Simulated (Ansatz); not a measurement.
The cluster Cu₆Si⁺. Total charge 1; doublet. Geometry PBE-D4/def2-SVP; atoms count from 1.

Cartesian coordinates in Å:
```
Si -0.9557 1.5766 -0.5241
Cu 1.2331 -0.7930 1.4077
Cu -1.1043 -0.4058 0.7147
Cu 0.4133 -1.9253 -0.5034
Cu 0.3421 1.4876 1.3910
Cu 1.0831 0.4403 -0.7261
Cu -1.0117 -0.3804 -1.7598
```

Another isomer (doublet) lies 0.48 eV lower at PBE0-D4/def2-TZVP; other spin states weren't run for this one.

(1) Estimate the Mulliken populations from the PBE0/def2-TZVP orbitals of Ansatz.

(2) Where does the spin sit?

(3) And the Mayer bond orders between heavy atoms (over 0.3)?

## Answers

(1) 
```json
{"atom": "Si1", "charge (e)": "0.11", "spin (α − β)": "0.51", "d electrons": "–"}
{"atom": "Cu2", "charge (e)": "0.15", "spin (α − β)": "0.19", "d electrons": "9.87"}
{"atom": "Cu3", "charge (e)": "0.14", "spin (α − β)": "0.03", "d electrons": "9.77"}
{"atom": "Cu4", "charge (e)": "0.15", "spin (α − β)": "0.19", "d electrons": "9.87"}
{"atom": "Cu5", "charge (e)": "0.16", "spin (α − β)": "0.02", "d electrons": "9.82"}
{"atom": "Cu6", "charge (e)": "0.14", "spin (α − β)": "0.03", "d electrons": "9.77"}
{"atom": "Cu7", "charge (e)": "0.16", "spin (α − β)": "0.02", "d electrons": "9.82"}
```
Mulliken values depend strongly on the basis.

(2) Summed by element: Si 0.51, Cu 0.49, of 1 unpaired in all. Largest on single atoms: Si1 0.51, Cu4 0.19, Cu2 0.19.

(3) Si1–Cu3 0.73 (2.34 Å); Si1–Cu5 0.66 (2.32 Å); Si1–Cu6 0.73 (2.34 Å); Si1–Cu7 0.66 (2.32 Å); Cu2–Cu4 0.47 (2.37 Å); Cu2–Cu5 0.31 (2.45 Å); Cu4–Cu7 0.31 (2.45 Å).
